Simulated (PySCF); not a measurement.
Cl₃In, charge -1, doublet, geometry from GFN2-xTB (such geometries of metal compounds can be far from the true shape) (a state made from the parent by changing its charge; the spin is typed, not shown lowest) (core potentials on In).

Input for PySCF:
```python
from pyscf import gto, scf, dft

mol = gto.Mole()
mol.atom = '''
    In   -0.085964   -0.391910   -0.261744
    Cl    2.342113    0.175013   -0.188861
    Cl   -0.830550   -0.660276    2.103809
    Cl   -1.263785    1.614885   -1.160510
'''
mol.basis = 'def2-sv(p)'
mol.ecp = {'In': 'def2-sv(p)'}
mol.charge = -1
mol.spin = 1
mol.verbose = 4
mol.build()

mf = dft.UKS(mol)
mf.xc = 'pbe0'
mf.kernel()
```

Question: What total energy does PySCF with PBE0/def2-SV(P) give?

Answer: -1570.0752 Eh

Question: What nuclear repulsion energy does PBE0/def2-SV(P) give?

Answer: 341.8322 Eh

Question: What is the computed Mulliken (on the basis functions themselves) charges in atom order (PBE0/def2-SV(P))?

Answer: In1 0.36, Cl2 -0.45, Cl3 -0.45, Cl4 -0.45

Question: What number of basis functions does PBE0/def2-SV(P) give?

Answer: 80

Question: Predict the <S^2> from PBE0/def2-SV(P).

Answer: 0.753

Question: Estimate the HOMO energy that PBE0/def2-SV(P) returns for this input.

Answer: -1.47 eV

These values belong to the state on which the SCF converged, which isn't shown to be the lowest.
